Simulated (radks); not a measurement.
Results of a calculation; reference values are marked as such.
Ionisation of the zirconium ion Zr+, [Kr] 4d2 5s1, to Zr2+, [Kr] 4d2, under several functionals. Dirac Kohn-Sham, spin-unpolarised, spherical densities, finite nucleus; open shells are shared between the two j in proportion to 2j + 1; a radial shooting solver on a logarithmic mesh with Libxc functionals.

functional                               E(Zr+) (hartree)  Exc (hartree)  IE (eV)  -e(HOMO) (eV)  <r> HOMO (bohr)  IE error (eV)
LDA (Slater exchange, VWN5 correlation)       -3594.72609     -109.93743   13.233         10.130            2.149         +0.103
RPBE                                          -3598.92068     -114.19949   12.803          9.809            3.454         -0.327
AM05                                          -3594.90286     -110.12147   12.866          9.908            3.418         -0.264
B86b exchange with PBE correlation            -3599.17845     -114.45827   12.963          9.950            2.145         -0.167

NIST Atomic Spectra Database: 13.130 eV (measured). Closest: LDA (Slater exchange, VWN5 correlation). The Delta-SCF values span 0.43 eV, the total energies 4.45 hartree. The highest occupied level is 4d5/2. Spin polarisation and multiplet splitting are left out, so open shells lie too high by an amount that depends on their filling. Sharing an open shell by 2j + 1 raises it above the true ground level by a part of the spin-orbit splitting, which enters the differences from NIST.

Beside tabulated values, note that spin-unpolarised runs miss the spin-polarisation part of the exchange energy of open shells.
